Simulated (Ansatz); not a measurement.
`[NH]=[V]([NH2])([OH])[OH]` at its PBE0-D4/def2-TZVP geometry, where that method's forces vanish. Total charge 0; spin multiplicity 1.

```
atom    x (Å)    y (Å)    z (Å)
  N1   0.5795   0.9565   1.0336
  V2  -0.1029  -0.1988   0.1484
  N3   0.1264   0.3662  -1.5749
  O4  -1.8310  -0.3719   0.5281
  O5   0.6915  -1.7682   0.4060
  H6   0.9900   1.6442   1.6494
  H7  -0.2173  -0.1871  -2.3483
  H8   0.5784   1.2099  -1.8837
  H9  -2.3024   0.2234   1.1127
 H10   1.4878  -1.8742   0.9287
```

(1) For each bond, give half the difference of the two atoms' forces along it (eV/Å; positive pushes the atoms apart) under PBE-D4, r2SCAN-D4, B3LYP-D4, ωB97M-V in def2-TZVPP. (An estimate is asked.)

Results:

(1) Ansatz gave: 
| bond | length (Å) | PBE-D4 | r2SCAN-D4 | B3LYP-D4 | ωB97M-V |
| --- | --- | --- | --- | --- | --- |
| N1–V2 | 1.607 | 0.81 | 0.63 | 0.46 | -0.21 |
| N1–H6 | 1.010 | -0.28 | -0.36 | -0.33 | 0.05 |
| V2–N3 | 1.828 | 0.03 | 0.11 | 0.14 | 0.07 |
| V2–O4 | 1.778 | 0.07 | 0.06 | 0.14 | 0.13 |
| V2–O5 | 1.778 | 0.07 | 0.06 | 0.14 | 0.13 |
| N3–H7 | 1.011 | 0.14 | -0.06 | -0.09 | -0.05 |
| N3–H8 | 1.006 | 0.12 | -0.06 | -0.09 | -0.04 |
| O4–H9 | 0.958 | 0.30 | -0.02 | -0.07 | -0.08 |
| O5–H10 | 0.958 | 0.30 | -0.02 | -0.07 | -0.08 |

B3LYP here is the variant with VWN-RPA as its local correlation; programs differ in this.
